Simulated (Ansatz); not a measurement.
Ansatz (a program for electronic structure) input (B3LYP-D3(BJ)/def2-TZVP):

Ansatz 0.2 input:
```yaml
crystal:
  periodic: [false, false, false]
  atoms:
    - {symbol: Hg, position_ang: [-0.78548571, -0.75504617, -0.71344481]}
    - {symbol: Cl, position_ang: [0.76464459, 0.81147103, 0.71220065]}
basis:
  gaussian:
    orbitals: def2-TZVP
hamiltonian:
  xc: b3lyp
  dispersion: d3bj
magnetization: {spin_polarized: true, initial_magnetization: 1}
relax: {f_tol: 0.002, max_steps: 150}
```

End of the output:

```
the calculation of the forces begins
reference -16701.80704318 eV, -613.7800879453 hartree; 19, 18 occupied and 61, 62 virtual orbitals, 682 factors
relax step   2: F+E_penalty+E_count = -16701.88098217 eV  Δ(F+E_penalty+E_count) = -5.155e-2 eV  max|allowed force component| = 2.150e-1 eV/Å  Δτ_max = 0.0487 Å  (34 SCF iters, accepted)
these checks for a lower state are left out or cut short: starts, cluster_reference, orbital_swaps, neighbouring_geometries, increment
integrals: 0.02 GiB planned
682 factors; their error is unknown
mean field: 0.29 GiB planned
mean field evaluation 32: about -16701.8127 eV, gradient 9.8e-4 eV
mean field -16701.81268316 eV, -613.7802952108 hartree, gradient 8.0e-6 eV, S^2 0.754297; 0 other end points of the search recorded, 0 dependent functions left out
the calculation of the forces begins
reference -16701.81288038 eV, -613.7803024587 hartree; 19, 18 occupied and 61, 62 virtual orbitals, 682 factors
relax step   3: F+E_penalty+E_count = -16701.88707462 eV  Δ(F+E_penalty+E_count) = -6.092e-3 eV  max|allowed force component| = 1.938e-1 eV/Å  Δτ_max = 0.0574 Å  (34 SCF iters, accepted)
these checks for a lower state are left out or cut short: starts, cluster_reference, orbital_swaps, neighbouring_geometries, increment
integrals: 0.02 GiB planned
682 factors; their error is unknown
mean field: 0.29 GiB planned
mean field -16701.81995378 eV, -613.7805624011 hartree, gradient 6.4e-5 eV, S^2 0.754623; 0 other end points of the search recorded, 0 dependent functions left out
the calculation of the forces begins
reference -16701.82015142 eV, -613.7805696645 hartree; 19, 18 occupied and 61, 62 virtual orbitals, 682 factors
relax step   4: F+E_penalty+E_count = -16701.89422745 eV  Δ(F+E_penalty+E_count) = -7.153e-3 eV  max|allowed force component| = 4.560e-5 eV/Å  Δτ_max = 0.0229 Å  (32 SCF iters, accepted)
integrals: 0.02 GiB planned
682 factors; their error is unknown
mean field: 0.29 GiB planned
mean field -16701.81995378 eV, -613.7805624011 hartree, gradient 6.4e-5 eV, S^2 0.754623; 1 other end points of the search recorded, 0 dependent functions left out
the calculation of the forces begins
reference -16701.82015142 eV, -613.7805696645 hartree; 19, 18 occupied and 61, 62 virtual orbitals, 682 factors
Total energy: -16701.89442510 eV, -613.7832991719 hartree
Atom 0 at    -0.736345    -0.705386    -0.668250 Å, force    -0.000045    -0.000046    -0.000041 eV/Å
Atom 1 at     0.715504     0.761811     0.667006 Å, force     0.000045     0.000046     0.000041 eV/Å
Dipole moment:    -0.360100    -0.363907    -0.331182 e Å
```

The spin state was set by rule; other spins were not relaxed.
